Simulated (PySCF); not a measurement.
# Correlation energy of Yb²⁺ (ytterbium, charge +2)

Starting occupation: [Xe] 4f14. Computed with PySCF 2.14 in x2c-TZVPPall-2c with one added diffuse shell each of s, p, d, f type (12s12p11d5f2g, 156 functions), with X2C-1e with screened-nucleus spin-orbit coupling, Gaussian nucleus. Frozen: [Kr] 4d10; 22 electrons correlated; the 40 highest virtual spinors left out.

MP2 pair energies summed by pair of shells (mhartree):

```
       pair   energy  share (%)
4f5/2-4f7/2  -374.31       29.7
4f7/2-4f7/2  -230.12       18.2
4f5/2-4f5/2  -120.91        9.6
4f7/2-5p3/2  -113.42        9.0
4f5/2-5p3/2   -87.55        6.9
4f7/2-5p1/2   -64.96        5.1
5p3/2-5p3/2   -56.31        4.5
5p1/2-5p3/2   -53.01        4.2
4f5/2-5p1/2   -42.16        3.3
4f7/2-5s1/2   -38.97        3.1
4f5/2-5s1/2   -28.51        2.3
5p3/2-5s1/2   -21.56        1.7
5p1/2-5p1/2   -13.21        1.0
5p1/2-5s1/2   -10.68        0.8
5s1/2-5s1/2    -6.21        0.5
```

Total MP2 correlation energy: -1261.9 mhartree.

The virtual space was cut to 106 spinors, which keep -1187.0 of the -1261.9 mhartree of MP2 correlation.

```
level  correlation energy (mhartree)
 CCSD                        -973.46
```

Diagnostics: T1 = 0.013, largest double amplitude 0.019.

Question: Is a single reference adequate?

Answer: Yes: T1 lies below 0.03 and no double amplitude reaches 0.07.

The coupled-cluster values are those of the cut space; adding the MP2 remainder, -74.90 mhartree, estimates the full space.

This basis was not built for core-valence correlation, so the inner-shell part is incomplete.
